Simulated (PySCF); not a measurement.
**Calculated NMR parameters of COC1=CO[SiH2]C=C1F**

- Formula: C5H7FO2Si
- SMILES: COC1=CO[SiH2]C=C1F
- Point group of the computed structure: Cs
- Degrees of unsaturation: 3
- Carbon signals: 5
- Proton signals: 4

Bonds (- single, = double, # triple, : aromatic): C1-O2, O2-C3, C3=C4, C4-O5, O5-Si6, Si6-C7, C7=C8, C8-F9, C8-C3. C1 carries H10, H11, H12; C4 carries H13; Si6 carries H14, H15; C7 carries H16.

Theoretical values (PySCF): structure optimised with GFN2-xTB, shieldings: GIAO PBE0/pcSseg-1. One conformer, non-relativistic, no solvent model, one averaged value for each set of equivalent atoms.

Chemical shifts δ = σref − σ; TMS for ¹H (31.72 ppm), ¹³C (186.93 ppm), ²⁹Si (349.16 ppm); ¹⁹F (170.95 ppm) against CFCl3; H2O for ¹⁷O (336.08 ppm), all at this level.

| carbon | δC, type | δH (multiplicity) | HMBC from (2–3 bonds) | span of the C tensor (ppm) |
| --- | --- | --- | --- | --- |
| C1 | 55.2, CH3 | 3.56 (s) | – | 78 |
| C3 | 142.2, C | – | H13, H16, H10/H11/H12 | 142 |
| C4 | 135.1, CH | 6.33 (m) | H14/H15 | 137 |
| C7 | 89.6, CH | 4.89 (m) | H14/H15 | 155 |
| C8 | 173.1, C | – | H13, H14/H15, H16 | 172 |

Other nuclei:
```
  atoms  nucleus                                                 environment  δ (ppm)  σ (ppm)
H14/H15       ¹H  hydrogen on a silicon bonded to C, O, in a 6-membered ring     5.92    25.80
     F9      ¹⁹F                                            vinylic fluorine    -78.0    248.9
    Si6     ²⁹Si           silicon bonded to C, O, 2 H, in a 6-membered ring    -18.4    367.6
     O5      ¹⁷O                oxygen bonded to C, Si, in a 6-membered ring     76.5    259.6
     O2      ¹⁷O                                                ether oxygen     65.4    270.6
```

- Carbon types of the structure: 2 × C, 2 × CH, 1 × CH3, leaving 2 H on heteroatoms.
- δC 173.1: fully substituted alkene carbon.
- δC 142.2, 135.1: alkene carbon bearing oxygen; an sp2 carbon further deshielded by the attached heteroatom.
- δC 89.6: alkene CH.
- δH 4.89: hydrogen on an alkene CH; attached to an sp2 carbon and in the plane of the double bond.
- δH 3.56: hydrogen on a methyl carbon bonded to O; its carbon carries O, which withdraws density.

Splittings by ¹⁹F in the carbon and heteronuclear signals aren't shown, as no couplings were computed. Shifts are as computed. Against solution values, carbons near 30 ppm lie about +3 ppm off and those near 130 ppm about +5 ppm. Of 1309 compounds with measured shifts, 239 miss one by over three times the rms of a fit or turn the order of signals round; such compounds aren't used in these exercises. Unscaled 19F shifts against computed CFCl3 carry errors that often reach 10 to 50 ppm. Experimental scales use liquid or dissolved standards, which lie at an offset from isolated H2O (liquid H2O: subtract about 36 ppm). No couplings were computed; multiplicities are counted from neighbouring protons, with m where these are inequivalent, close in shift, in a saturated or five-membered ring or joined by F or P, and br s for small geminal =CH2 splittings.
